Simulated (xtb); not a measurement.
A run for xtb: GFN1-xTB on GeTe, 2S+1 = 1, a spin state set in the input, which need not be the lowest, a point of a bond scan (R = 2.561 Å).

```
$ xtb mol.xyz --gfn 1 --sp --chrg 0 --uhf 0
2

Ge     0.00000000     0.00000000     0.00000000
Te     0.00000000     0.00000000     2.56071100
```

It printed:

```
[...]
           -------------------------------------------------
          |                Calculation Setup                |
           -------------------------------------------------



           -------------------------------------------------
          |                 G F N 1 - x T B                 |
           -------------------------------------------------

        Reference                      10.1021/acs.jctc.7b00118
      * Hamiltonian:
        H0-scaling (s, p, d)           1.850000    2.250000    2.000000
        zeta-weighting                 0.000000
      * Dispersion:
        s8                             2.400000
        a1                             0.630000
        a2                             5.000000
        s9                             0.000000
      * Repulsion:
        kExp                           1.500000
        rExp                           1.000000
      * Coulomb:
        alpha                          2.000000
        third order                    atomic
        anisotropic                    false
      * Halogen bond correction:
        rad-scale                      1.300000
        damping                        0.440000


          ...................................................
          :                      SETUP                      :
          :.................................................:
          :  # basis functions                  20          :
          :  # atomic orbitals                  18          :
          :  # shells                            6          :
          :  # electrons                        10          :
          :  # halogen bonds                     0          :
          :  max. iterations                   250          :
          :  Hamiltonian                  GFN1-xTB          :
          :  restarted?                      false          :
          :  GBSA solvation                  false          :
          :  PC potential                    false          :
          :  electronic temp.          300.0000000     K    :
          :  accuracy                    1.0000000          :
          :  -> integral cutoff          0.2500000E+02      :
          :  -> integral neglect         0.1000000E-07      :
          :  -> SCF convergence          0.1000000E-05 Eh   :
          :  -> wf. convergence          0.2000000E-04 e    :
          :  Broyden damping             0.4000000          :
          :  net charge                          0          :
          :  unpaired electrons                  0          :
          ...................................................

 iter      E             dE          RMSdq      gap      omega  full diag
   1     -5.3983409 -0.539834E+01  0.373E+00    1.73       0.0  T
   2     -5.3696858  0.286551E-01  0.696E+00    2.37       1.0  T
   3     -5.4244994 -0.548136E-01  0.350E+00    2.16       1.0  T
   4     -5.4346501 -0.101507E-01  0.175E+00    1.80       1.0  T
   5     -5.4354628 -0.812677E-03  0.163E+00    2.01       1.0  T
   6     -5.4383652 -0.290237E-02  0.156E-01    1.89       1.0  T
   7     -5.4383945 -0.293741E-04  0.126E-02    1.90       5.6  T
   8     -5.4383947 -0.147507E-06  0.514E-03    1.90      13.7  T
   9     -5.4383947 -0.305519E-07  0.456E-04    1.90     155.2  T
  10     -5.4383947 -0.250792E-09  0.349E-06    1.90   20249.6  T
  11     -5.4383947 -0.888178E-15  0.238E-06    1.90   29772.0  T

   *** convergence criteria satisfied after 11 iterations ***

         #    Occupation            Energy/Eh            Energy/eV
      -------------------------------------------------------------
         1        2.0000           -1.0638392             -28.9485
         2        2.0000           -0.4556062             -12.3977
         3        2.0000           -0.3541530              -9.6370
         4        2.0000           -0.3458960              -9.4123
         5        2.0000           -0.3458960              -9.4123 (HOMO)
         6                         -0.2761238              -7.5137 (LUMO)
         7                         -0.2761238              -7.5137
         8                         -0.1396881              -3.8011
         9                         -0.0824769              -2.2443
        10                         -0.0824769              -2.2443
       ...                                ...                  ...
        18                          0.4202083              11.4345
      -------------------------------------------------------------
                  HL-Gap            0.0697722 Eh            1.8986 eV
             Fermi-level           -0.3110099 Eh           -8.4630 eV

 SCC (total)                   0 d,  0 h,  0 min,  0.003 sec
 SCC setup                      ...        0 min,  0.000 sec (  2.502%)
 Dispersion                     ...        0 min,  0.000 sec (  1.109%)
 classical contributions        ...        0 min,  0.000 sec (  0.575%)
 integral evaluation            ...        0 min,  0.001 sec ( 20.284%)
 iterations                     ...        0 min,  0.001 sec ( 41.580%)
 molecular gradient             ...        0 min,  0.001 sec ( 28.035%)
 printout                       ...        0 min,  0.000 sec (  5.495%)

         :::::::::::::::::::::::::::::::::::::::::::::::::::::
         ::                     SUMMARY                     ::
         :::::::::::::::::::::::::::::::::::::::::::::::::::::
         :: total energy              -5.433791975740 Eh    ::
         :: gradient norm              0.096219012463 Eh/a0 ::
         :: HOMO-LUMO gap              1.898598791216 eV    ::
         ::.................................................::
         :: SCC energy                -5.438394710527 Eh    ::
         :: -> electrostatic           0.004087651359 Eh    ::
         :: repulsion energy           0.005129384259 Eh    ::
         :: dispersion energy         -0.000526649472 Eh    ::
         :: halogen bond corr.         0.000000000000 Eh    ::
         :: add. restraining           0.000000000000 Eh    ::
         :: total charge               0.000000000000 e     ::
         :::::::::::::::::::::::::::::::::::::::::::::::::::::

           -------------------------------------------------
          |                Property Printout                |
           -------------------------------------------------

    * Orbital Energies and Occupations

         #    Occupation            Energy/Eh            Energy/eV
      -------------------------------------------------------------
         1        2.0000           -1.0638392             -28.9485
         2        2.0000           -0.4556062             -12.3977
         3        2.0000           -0.3541530              -9.6370
         4        2.0000           -0.3458960              -9.4123
         5        2.0000           -0.3458960              -9.4123 (HOMO)
         6                         -0.2761238              -7.5137 (LUMO)
         7                         -0.2761238              -7.5137
         8                         -0.1396881              -3.8011
         9                         -0.0824769              -2.2443
        10                         -0.0824769              -2.2443
        11                         -0.0021373              -0.0582
        12                         -0.0021373              -0.0582
        13                          0.0355229               0.9666
        14                          0.0355229               0.9666
        15                          0.1109231               3.0184
        16                          0.1109231               3.0184
       ...                                ...                  ...
        18                          0.4202083              11.4345
      -------------------------------------------------------------
Note: The following floating-point exceptions are signalling: IEEE_UNDERFLOW_FLAG IEEE_DENORMAL
normal termination of xtb
                  HL-Gap            0.0697722 Eh            1.8986 eV
             Fermi-level           -0.3110099 Eh           -8.4630 eV

  Mulliken/CM5 charges         n(s)   n(p)   n(d)
     1Ge    0.16869  0.14045   1.869  1.712  0.250
     2Te   -0.16869 -0.14045   2.027  4.149 -0.007

Wiberg/Mayer (AO) data.
largest (>0.10) Wiberg bond orders for each atom

 ---------------------------------------------------------------------------
     #   Z sym  total        # sym  WBO       # sym  WBO       # sym  WBO
 ---------------------------------------------------------------------------
     1  32 Ge   2.491 --     2 Te   2.491
     2  52 Te   2.491 --     1 Ge   2.491
 ---------------------------------------------------------------------------

Topologies differ in total number of bonds
Writing topology from bond orders to xtbtopo.mol

 dipole moment from electron density (au)
     X       Y       Z
  -0.0000  -0.0000  -1.1997  total (Debye):    3.049


           -------------------------------------------------
          | TOTAL ENERGY               -5.433791975740 Eh   |
          | GRADIENT NORM               0.096219012463 Eh/α |
          | HOMO-LUMO GAP               1.898598791216 eV   |
           -------------------------------------------------

------------------------------------------------------------------------
------------------------------------------------------------------------
 total:
 SCF:
```

The run finished.

Cost: around 0.03 core-seconds (rough).
